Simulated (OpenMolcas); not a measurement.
## Nd3+: effect of the level shift or regulariser

```yaml
Program: OpenMolcas
Basis: ANO-R1 [7s5p3d2f]
Scalar_Hamiltonian: X2C, finite nucleus
Active_space: 3 electrons in 7 orbitals (4f)
State_averaging: 2S+1 = 4 odd, 35 roots; 2S+1 = 2 odd, 112 roots (105 in the spin-orbit step)
Spin-orbit_coupling: RASSI with atomic mean-field integrals over the reference wave functions, term energies averaged over their components
```

Methods on the same reference wave functions:
A. CASSCF
B. MS-CASPT2, IPEA 0.25 Eh, imaginary shift 0.1 Eh (closed shells correlated: 5s 5p)
C. MS-CASPT2, IPEA 0.25 Eh, sigma2 regulariser 0.3 Eh (closed shells correlated: 5s 5p)

Energies in cm-1 above 4f3 4I* 9/2, the measured ground level; measured values from the list in Arab et al., J. Quant. Spectrosc. Radiat. Transfer 229, 145 (2019) and Gaigalas et al. (2019), from Wyart et al. (2007).

```
                Level      A      B      C  Measured
          4f3 4I* 9/2    0.0    0.0    0.0       0.0
         4f3 4I* 11/2   2009   2040   2040      1897
         4f3 4I* 13/2   4186   4220   4220      3907
         4f3 4I* 15/2   6483   6510   6510      5989
          4f3 4F* 3/2  15973  14410  14410     11698
       4f3 2H* 9/2(1)  16111  14520  14540     12800
          4f3 4F* 5/2  17064  15520  15520     12748
          4f3 4S* 3/2  18009  16760  16780     13792
          4f3 4F* 7/2  18091  16530  16540     13720
          4f3 4F* 9/2  19265  17710  17720     14995
      4f3 2H* 11/2(1)  19483  17900  17930     16162
       4f3 2G* 7/2(1)  22294  20450  20470     17655
          4f3 4G* 5/2  24218  22170  22180     17707
         4f3 2K* 13/2  24390  23050  23060     20005
4f3 2G* 9/2(1) [61 %]  25169  23360  23370          
          4f3 4G* 7/2  25771  23760  23770     19541
         4f3 2K* 15/2  26612  25270  25280     22044
          4f3 4G* 9/2  27407  25420  25430          
         4f3 4G* 11/2  28846  26830  26840     22047
          4f3 2P* 1/2  30289  27820  27840          
       4f3 2D* 5/2(1)  30648  28240  28270     24333
         4f3 2I* 11/2  38231  35890  35910     30180
         4f3 2L* 15/2  39066  37080  37080     31036
         4f3 2I* 13/2  39498  37250  37260     31583
```

Deviations, from unrounded energies. A percentage is the sum of absolute deviations over the sum of measured energies, with the sign that they share, or ± where signs differ.

```tsv
Against measurement	Levels	A	B	C
mean absolute deviation (cm-1)	20	4600	3100	3100
fine structure of the ground term (%)	3	+7.5	+8.3	+8.3
other terms of the ground configuration (%)	17	+27.6	+18.5	+18.5
```

B, C lie about equally close to measurement and A furthest from it. The largest miss of B in the table is 4f3 2L* 15/2, by +6000 cm-1. The ranking rests on the paired levels alone, and a cruder setting can come out closer through cancelling errors.

Between B and C the level of the table that moves most is 4f3 2H* 11/2(1), by 23 cm-1 (lowest in B, highest in C). Moves below CASPT2's spread within the term are not significant.

The two smallest mean deviations differ by little beside CASPT2's spread within terms, so their order carries little weight.

From A to B the spin-free energies of the other terms of 4f3 shown, above 4I*, scale by factors of 0.89 to 0.94, as is usual when dynamic correlation screens the repulsion within a d or f shell.

The lowest spin-free term lies below A's lowest term by 0.131 hartree in B, 0.131 hartree in C.

Term energies are means over components that CASPT2 splits; among the terms shown or strongly mixed into the levels shown the widest spread is 420 cm-1 (4f3 4I*, C). High states are left out of the spin-orbit mixing, which shifts the levels that they would mix with. Some levels mix across a computed gap that differs much from the measured one, so their mixing is not that of the real levels. The basis is small and was not contracted for so high a charge. Without dynamic correlation excited terms often stand tens of per cent too high (terms of higher spin than the ground term too low), and those without a measured partner can miss by more than the paired ones (holds for A). Blocks of more than 70 roots (2S+1 = 2 odd) ran without multistate coupling (holds for B; C). Some terms miss by over 15 % even with CASPT2, which points to a basis or an active space too small for the shells correlated (holds for B; C). Computed and measured levels are paired by configuration, term and J; levels that our copy of the source lacks, or whose pairing is in doubt (as where it misses far off the trend of its configuration), stay unpaired and out of the deviations. Only configurations of the active space appear. Levels that lie high or do not pair safely by name in every column are left out.

A share in square brackets marks a mixed level and gives the weight of the term that names it, the lowest over the columns. A number in round brackets counts repeated terms of one configuration in the order of the reference energies. * marks odd parity.
